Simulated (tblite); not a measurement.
Compound: C7H6Cl (doublet state).
Z-matrix (Å and degrees, GFN2-xTB geometry), rows numbered from 1:
```
C 
C   1  1.4213
C   2  1.5193  1  121.21
C   3  1.3260  2   96.13  1   125.27
C   4  1.5047  3   96.07  2     1.04
C   5  1.5037  2   85.65  1   121.64
C   6  1.3296  5   94.67  2     0.41
Cl  7  1.7007  2  128.06  1    56.93
H   1  1.0732  2  120.45  3   172.28
H   1  1.0730  2  120.51  3   -15.03
H   3  1.0729  2  128.92  1   -55.83
H   4  1.0736  3  134.61  2   179.04
H   5  1.0829  2  122.45  1    -0.46
H   6  1.0720  5  130.48  2   178.12
```

The geometry is computed with GFN2-xTB (gas phase). This method treats the open shell by occupation alone, without spin polarisation.

Masses are those of the commonest isotopes; rigid-rotor values at the optimised geometry. The values belong to one conformer with, in the numbering `[CH2:1][C@@:2]12[CH:3]=[CH:4][C@@H:5]1[CH:6]=[C:7]2[Cl:8]`, H–C1–C2–C3 172° and -15°.

What are A, B and C (GHz)?

Ia = 156.52, Ib = 353.26, Ic = 405.25 u·Å²; 505379 MHz·u·Å²/I gives 3229, 1431 and 1247 MHz, that is A = 3.2289, B = 1.4306, C = 1.2471 GHz.

Classify the top.

An asymmetric top. Ray's parameter κ = (2B − A − C)/(A − C) = -0.815; −1 is the prolate and +1 the oblate limit.

What does the inertial defect say?

Not planar: Δ = Ic − Ia − Ib = -104.52 u·Å². For a rigid frame Δ = −2 Σ m c², so Σ m c² = 52.26 u·Å² lies off the ab plane: 11.39 from hydrogen and 40.87 from heavier atoms. The atom farthest from that plane is 2.07 Å away.

Give the coordinates in the principal-axis frame, origin at the centre of mass.

The sense of each axis is arbitrary; atoms in the order of the calculation.
| atom | mass (u) | a (Å) | b (Å) | c (Å) |
| --- | --- | --- | --- | --- |
| C1 | 12.000 | -0.567 | 1.919 | -0.712 |
| C2 | 12.000 | -0.611 | 0.640 | -0.095 |
| C3 | 12.000 | -1.482 | 0.383 | 1.124 |
| C4 | 12.000 | -2.142 | -0.646 | 0.611 |
| C5 | 12.000 | -1.421 | -0.657 | -0.709 |
| C6 | 12.000 | -0.086 | -1.350 | -0.699 |
| C7 | 12.000 | 0.572 | -0.310 | -0.195 |
| Cl8 | 34.969 | 2.182 | -0.033 | 0.277 |
| H9 | 1.008 | 0.140 | 2.122 | -1.493 |
| H10 | 1.008 | -1.314 | 2.657 | -0.490 |
| H11 | 1.008 | -1.490 | 0.896 | 2.066 |
| H12 | 1.008 | -2.909 | -1.305 | 0.973 |
| H13 | 1.008 | -1.983 | -0.606 | -1.633 |
| H14 | 1.008 | 0.180 | -2.351 | -0.974 |

Estimate the classical rotational partition function at 10 K, 25 K and 500 K.

Point group C1, symmetry number σ = 1; q = (√π/σ)·√((kT/h)³/(ABC)), k/h = 20836.6 MHz/K: 2220 at 10 K, 8780 at 25 K, 785000 at 500 K.

For this open shell read J as N, the rotation without spin; fine and hyperfine splittings come on top. Its GFN2-xTB frequencies are all real (lowest 129 cm⁻¹). No vibrational averaging or centrifugal distortion is included, and the geometry carries the error of its method.
